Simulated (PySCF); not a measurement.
Point-charge models of `C=C(C#N)C[SiH2][SiH2][SiH2]Cl` against its computed dipole.

Coordinates (GFN2-xTB, Å) and charges (e) from the PBE0/pcSseg-1 density (PySCF):

```tsv
atom	x	y	z	Mulliken	IAO	Hirshfeld	ESP-fitted
C1	3.124	0.094	0.002	+0.0001	-0.2847	-0.0687	-0.4460
C2	1.839	0.315	-0.274	-0.3801	-0.0205	+0.0194	+0.0092
C3	1.116	1.289	0.453	+0.1739	+0.1413	+0.0913	+0.4179
N4	0.488	2.058	1.030	-0.2685	-0.2449	-0.1891	-0.4623
C5	1.036	-0.432	-1.281	-0.3950	-0.5183	-0.1521	-0.3895
Si6	-0.146	-1.694	-0.433	+0.3946	+0.4761	+0.2516	+0.2428
Si7	-1.742	-0.639	0.893	-0.1082	+0.1129	+0.1385	+0.0729
Si8	-2.680	1.335	0.108	+0.4478	+0.5377	+0.2585	+0.3366
Cl9	-2.047	1.632	-1.810	-0.3501	-0.3315	-0.1219	-0.2235
H10	3.647	0.647	0.764	+0.1311	+0.1702	+0.0607	+0.2073
H11	3.688	-0.650	-0.536	+0.1210	+0.1623	+0.0606	+0.2192
H12	1.707	-0.952	-1.963	+0.1543	+0.1614	+0.0530	+0.1735
H13	0.436	0.265	-1.868	+0.1982	+0.1704	+0.0324	+0.1568
H14	-0.708	-2.469	-1.548	-0.0430	-0.0968	-0.0729	-0.0704
H15	0.748	-2.612	0.291	-0.0351	-0.0962	-0.0741	-0.0491
H16	-2.822	-1.617	1.123	-0.0052	-0.0792	-0.0747	-0.0550
H17	-1.202	-0.407	2.240	+0.0128	-0.0685	-0.0711	-0.0360
H18	-2.349	2.560	0.825	-0.0064	-0.0838	-0.0662	-0.0308
H19	-4.142	1.288	-0.009	-0.0423	-0.1078	-0.0757	-0.0737
```

Question: Compute μ = Σ q r for each scheme (1 e·Å = 4.803 D) and compare with the dipole of the full density.

Answer: The full density gives (1.78, -2.63, -0.27) D, 3.19 D in size; dipole vectors point from the negative to the positive end.

```json
{"scheme": "Mulliken", "μx": "0.34", "μy": "-3.88", "μz": "1.27", "size (D)": "4.10", "share of the full size (%)": "129", "angle to the full dipole (°)": "37"}
{"scheme": "IAO", "μx": "0.29", "μy": "-3.09", "μz": "1.21", "size (D)": "3.33", "share of the full size (%)": "105", "angle to the full dipole (°)": "39"}
{"scheme": "Hirshfeld", "μx": "1.26", "μy": "-1.73", "μz": "-0.27", "size (D)": "2.16", "share of the full size (%)": "68", "angle to the full dipole (°)": "3"}
{"scheme": "ESP-fitted", "μx": "1.79", "μy": "-2.67", "μz": "-0.27", "size (D)": "3.23", "share of the full size (%)": "101", "angle to the full dipole (°)": "0"}
```

Question: Which set comes closest?

Answer: Length of the difference vector: ESP-fitted 0.05 D, Hirshfeld 1.04 D, IAO 2.16 D, Mulliken 2.45 D. Closest: ESP-fitted. The schemes that divide the density aren't constrained to reproduce the dipole.

Question: What is left for the Hirshfeld atoms' own dipoles?

Answer: The shares of the density sum to the whole, so what Σ q r misses lies in dipoles about the nuclei. The atomic dipoles sum to (1.78, -2.63, -0.27) − (1.26, -1.73, -0.27) = (0.52, -0.90, 0.00) D, 1.04 D in size.

Question: With the origin at the mean of the coordinates, (-0.001, 0.000, -0.105) Å, which are the largest single terms, by size, of the Mulliken dipole along the direction of the full one?

Answer: Si8 -5.63, Cl9 +3.95, Si6 +2.54, C5 -1.96, N4 +1.96 D; all 19 atoms together +3.28 D. The single terms depend on the origin, their sum doesn't.

Question: Give the size of the full dipole in other units.

Answer: 3.19 D = 1.254 au = 0.664 e·Å = 10.63 × 10⁻³⁰ C·m.

Isolated species at its GFN2-xTB geometry (one conformer only).

The values belong to the conformer `[CH2:1]=[C:2]([C:3]#[N:4])[CH2:5][SiH2:6][SiH2:7][SiH2:8][Cl:9]`: C1–C2–C5–Si6 104°, C2–C5–Si6–Si7 64°, C5–Si6–Si7–Si8 39°, Si6–Si7–Si8–Cl9 8°.
